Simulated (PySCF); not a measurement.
CH$_{5}$AlO$_{2}$ (SMILES C[O][AlH][OH]), singlet, at a GFN2-xTB geometry (such geometries of metal compounds can be far from the true shape).

PySCF was given this input:
```python
from pyscf import gto, scf, dft

mol = gto.Mole()
mol.atom = '''
    Al   -0.37979568   -0.02722167    0.72684580
    H    -1.54592248   -0.80876480    1.23852091
    O     0.32422214    1.00392571    1.79218659
    H     0.71969968    1.59335011    2.41780966
    O     0.01954173   -0.32933943   -0.84413349
    C     0.30906500   -0.62103284   -2.17938408
    H     1.08587093   -1.38794897   -2.23524910
    H    -0.58788546   -0.98935847   -2.68343245
    H     0.66108026    0.27611056   -2.69476476
'''
mol.basis = 'pcseg-0'
mol.verbose = 4
mol.max_memory = 1800
mol.build()

mf = dft.RKS(mol)
mf.xc = 'r2scan'
mf = mf.density_fit(auxbasis='def2-universal-jkfit')
mf.kernel()
```

**Question.** What does this run give for the HOMO-LUMO gap, number of basis functions, total energy, nuclear repulsion energy, Mulliken (on the basis functions themselves) charges in atom order, HOMO energy?

**Answer.** 
```yaml
HOMO-LUMO gap: 6.61 eV
number_of_basis_functions: 50
total_energy: -433.1133 Eh
nuclear_repulsion_energy: 158.4886 Eh
Mulliken (on the basis functions themselves) charges in atom order: Al1 1.39, H2 -0.34, O3 -0.93, H4 0.41, O5 -0.93, C6 -0.22, H7 0.20, H8 0.21, H9 0.20
HOMO energy: -6.26 eV
```
